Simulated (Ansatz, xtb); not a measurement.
C7H8O: which of two isomers lies lower

We compare a, `COc1ccccc1`, a singlet, with b, `Cc1ccccc1O`, a singlet. Both are isolated molecules in the gas phase, relaxed with PBE0-D3(BJ)/def2-SVP; the shapes shown needn't be the lowest conformers.

a (Å):

```xyz
16

C    -2.0300   -0.1444    1.2882
C    -0.1858    0.7585    0.1133
C    -0.4012   -0.0558   -1.0041
C     0.4514    0.0457   -2.1057
C     1.5127    0.9444   -2.1097
C     1.7216    1.7547   -0.9902
C     0.8832    1.6661    0.1123
O    -0.9485    0.7403    1.2264
H    -2.7744    0.0579    0.4973
H    -2.5048    0.0050    2.2664
H    -1.7067   -1.1976    1.2072
H    -1.2255   -0.7691   -1.0279
H     0.2745   -0.5954   -2.9731
H     2.1739    1.0159   -2.9757
H     2.5509    2.4663   -0.9768
H     1.0302    2.2902    0.9958
```

b (Å):

```xyz
16

C    -1.1604    0.0035    1.4429
C    -0.2954    0.3229    0.2632
C     1.0791    0.0854    0.2499
C     1.8697    0.3902   -0.8594
C     1.2765    0.9472   -1.9880
C    -0.0952    1.1951   -2.0022
C    -0.8762    0.8866   -0.8875
O    -2.2108    1.1088   -0.8535
H    -1.9587   -0.7048    1.1696
H    -1.6649    0.9067    1.8214
H    -0.5708   -0.4342    2.2599
H     1.5403   -0.3527    1.1396
H     2.9433    0.1923   -0.8389
H     1.8780    1.1929   -2.8664
H    -0.5683    1.6332   -2.8871
H    -2.4889    1.4930   -1.6913
```

Q: Estimate E(b) − E(a) at the level CCSD(T)/def2-SVP + ΔMP2/def2-TZVPP.

A: Calculated at CCSD(T)/def2-SVP + ΔMP2/def2-TZVPP: E(b) − E(a) = −0.565 eV, so structure b lies lower.

How the difference moves with the method:

```tsv
level	geometry	E(b) − E(a) (eV)	departure from the last row (eV)	job, with rough time for the two
GFN2-xTB	GFN2-xTB	−0.297	+0.267	optimisation, 0.12 s
HF/STO-3G	GFN2-xTB	−0.139	+0.425	single point, 0.4 s
r2SCAN-D4/def2-SVP	GFN2-xTB	−0.548	+0.017	single point, 4.2 s
PBE0-D3(BJ)/def2-SVP	PBE0-D3(BJ)/def2-SVP	−0.564	+0.001	optimisation, 28 s
HF/def2-SVP	PBE0-D3(BJ)/def2-SVP	−0.458	+0.107	part of the CCSD(T) run
MP2/def2-SVP	PBE0-D3(BJ)/def2-SVP	−0.634	−0.070	part of the CCSD(T) run
CCSD(T)/def2-SVP	PBE0-D3(BJ)/def2-SVP	−0.562	+0.003	single point
CCSD(T)/def2-SVP + ΔMP2/def2-TZVPP	PBE0-D3(BJ)/def2-SVP	−0.565		single point, 1.8 min
```

As drawn, b has 1 C–C, 1 O–H in place of 1 C–O, 1 C–H.

The levels shown agree on the order. The largest departure from CCSD(T)/def2-SVP + ΔMP2/def2-TZVPP is that of HF/STO-3G, 0.425 eV. The last row adds to CCSD(T) the change of the MP2 difference between the two basis sets, here −0.003 eV.

With thermal terms from frequencies at re-optimised GFN2-xTB minima (ideal gas, soft modes damped towards free rotors, one conformer each, 298.15 K, 1 atm): the zero-point term adds −0.007 eV; ΔH is −0.563 and ΔG −0.581 eV.

The correlated steps freeze 8 core orbitals. Codes used: Ansatz 0.2.0, xtb 6.7.1; the last row on 4 threads of Arm Neoverse V1 on a shared host.
